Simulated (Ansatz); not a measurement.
Born–Oppenheimer molecular dynamics of a periodic cell of 16 atoms, Cl (packed as 8 Cl2, density as packed 1.74 g/cm³ with natural masses). It goes on from the last frame of an earlier run, with new velocities.

The calculation used DFT PBE, scalar-relativistic, plane waves, PAW (Ansatz). Settings: accuracy low, cutoff 420 eV, k mesh 1x1x1, fermi-dirac smearing 0.05 eV, no spin polarisation.

```json
{
  "ensemble": "NVE (velocity Verlet)",
  "time step": "3 fs",
  "steps asked": "400",
  "starting velocities drawn for": "1000 K",
  "seed": "654841"
}
```

First frame:

```xyz
16
Lattice="8.1433 0.0000 0.0000 0.0000 8.1433 0.0000 0.0000 0.0000 8.1433" Properties=species:S:1:pos:R:3
Cl 6.793 1.124 5.293
Cl 4.955 0.121 5.271
Cl 6.753 5.422 5.086
Cl 5.684 5.306 3.371
Cl 8.261 1.111 1.689
Cl 7.298 1.085 -0.064
Cl 2.304 6.313 4.981
Cl 2.303 6.484 2.898
Cl 2.226 6.311 8.157
Cl 4.314 6.331 7.884
Cl 3.546 2.163 1.402
Cl 2.854 2.186 -0.506
Cl 1.147 3.337 4.530
Cl 2.138 1.641 4.864
Cl -1.238 4.025 0.606
Cl -1.097 6.155 0.666
```

Q: What does the run give?

A: All steps were run.

```
steps done                                               : 400
time covered                                             : 1200 fs
mean temperature over the second half                    : 878 K
spread of the potential energy over the second half      : 15.7 meV per atom
mean potential energy of the second half above the start : 14.9 meV per atom
```

The conserved energy stayed within 0.28 meV per atom of its start (net change 0.091 meV per atom), so the integration is sound. A run of 1.2 ps of so small a system gives no equilibrium averages. Limits of this set-up: coarse k mesh, low accuracy level.

Q: What happens to the structure?

A: Mean squared displacements from the first frame to the last, about the centre of mass: Cl 5.99 Å². This is one draw of velocities; another would differ in detail.

Q: How do temperature and energy run in time?

A: 
```csv
time (fs),T (K),potential energy less start (eV),conserved less start (meV/atom)
0.0,1000,0.000,0.00
99.0,833,0.324,0.01
198.0,843,0.305,0.01
297.0,811,0.366,-0.01
396.0,908,0.180,0.18
495.0,749,0.486,-0.02
594.0,873,0.247,0.05
693.0,819,0.353,0.13
792.0,1132,-0.257,-0.03
891.0,625,0.727,0.04
990.0,977,0.045,0.01
1089.0,847,0.298,0.05
1188.0,928,0.142,0.11
```

Run time: 6 min on 1 thread of AMD EPYC 9R45 96-Core Processor (Zen 5), on a shared host, peak memory 0.58 GiB.
